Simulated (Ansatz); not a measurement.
Reaction (germylene formation by 1,1-elimination): `[CH3][GeH2][I]` → `CI` + `[GeH2]`

Computed with Ansatz on PBE0-D4/def2-TZVP structures; ΔE is electronic, products minus reactants. CBS: MP2 limit from def2 TZ/QZ plus the TZ coupled-cluster correction, frozen cores. def2 core potentials past Kr. For Ge, I outer-core shells are correlated without core-valence functions, which leaves a few kJ/mol of doubt a bond. Scalar relativity is left out up to krypton.

```csv
species,CCSD(T)/CBS(def2) energy (Eh)
`[CH3][GeH2][I]`,-2414.65603
`CI`,-337.29646
`[GeH2]`,-2077.24753
```

**Question.** Work out ΔE.

**Answer.** ΔE = (-337.29646) + (-2077.24753) − (-2414.65603) = 0.11204 Eh = +3.05 eV.

Largest T1 diagnostic among the species: 0.012.

Leaving LDA and LC-ωPBE aside and taking each functional with its dispersion term where it has one, the values, not all of them listed here, spread over 0.61 eV, from BLYP-D4 to PBE-QIDH. LDA lies +0.45 eV from PBE without D4. At CCSD(T), def2-SVP lies −0.07 eV from the extrapolated value and def2-TZVPP +0.02 eV. From r2SCAN to r2SCAN0 (25 % exact exchange), in def2-TZVPP and without D4, ΔE moves by +0.06 eV.
